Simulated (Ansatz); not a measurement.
A CCSD(T) single point on Ge₂H₄O, SMILES `[O]1[GeH2][GeH2]1`.

```yaml
crystal:
  periodic: [false, false, false]
  atoms:
    - {symbol: O, position_ang: [-0.725575, -0.619532, 0.817232]}
    - {symbol: Ge, position_ang: [-0.692876, -0.084296, -0.935355]}
    - {symbol: Ge, position_ang: [0.899152, 0.221882, 0.710501]}
    - {symbol: H, position_ang: [-0.680771, -1.268535, -1.911782]}
    - {symbol: H, position_ang: [-1.784858, 0.945492, -1.256365]}
    - {symbol: H, position_ang: [0.971419, 1.475581, 1.593083]}
    - {symbol: H, position_ang: [2.074809, -0.738593, 0.936984]}
basis:
  gaussian: {orbitals: def2-SVP}
correlation: {method: ccsd_t}
```

```sh
$ ansatz run in.yaml --threads 2 --pin off --events-out ev --progress --plain --max-ram 4352MiB
```

Log, shortened:

```
Functional definition: HF
962 factors; integrals over basis functions are off by at most 1.3e-3 eV
mean field evaluation 1: about -115026.9259 eV, gradient 4.1e1 eV
mean field evaluation 2: about -115026.9283 eV, gradient 4.1e1 eV
mean field evaluation 4: about -115030.7090 eV, gradient 2.8e0 eV
mean field evaluation 8: about -115030.7464 eV, gradient 1.8e-4 eV
mean field -115030.74636899 eV, -4227.3019584202 hartree, gradient 1.3e-6 eV, S^2 0.000000; 0 other end points of the search recorded, 0 dependent functions left out
19 core orbitals not correlated: weight in the atoms' cores, before any rotation towards them, 1.000 or more for the frozen orbitals, at most 0.000 for the correlated occupied ones
reference -115030.74636899 eV, -4227.3019584202 hartree; 19, 19 occupied and 60, 60 virtual orbitals, 962 factors
second order -17.71109524 eV of doubles, -0.00000000 eV of singles
cycle   1  -17.15668270 eV  change    5.5e-1 eV  update   1.3e-1
cycle   2  -17.80594957 eV  change   -6.5e-1 eV  update   4.3e-2
cycle   3  -17.96248856 eV  change   -1.6e-1 eV  update   2.3e-2
cycle   4  -17.94165255 eV  change    2.1e-2 eV  update   5.6e-3
cycle   5  -17.94155655 eV  change    9.6e-5 eV  update   2.7e-3
cycle   6  -17.94291561 eV  change   -1.4e-3 eV  update   8.7e-4
cycle   7  -17.94243498 eV  change    4.8e-4 eV  update   3.6e-4
cycle   8  -17.94241136 eV  change    2.4e-5 eV  update   1.1e-4
cycle   9  -17.94246710 eV  change   -5.6e-5 eV  update   4.5e-5
cycle  10  -17.94245196 eV  change    1.5e-5 eV  update   1.7e-5
perturbative correction -0.57410343 eV, -0.0210979121 hartree
Total energy: -115049.26292439 eV, -4227.9824292800 hartree
```

It took 8.5 s on 2 threads of an Arm Neoverse V1 on a shared host, with 0.37 GiB of host memory at the peak.

The correlation energy is -18.517 eV, 3.1 % of it from (T); the T1 diagnostic reads 0.0140.
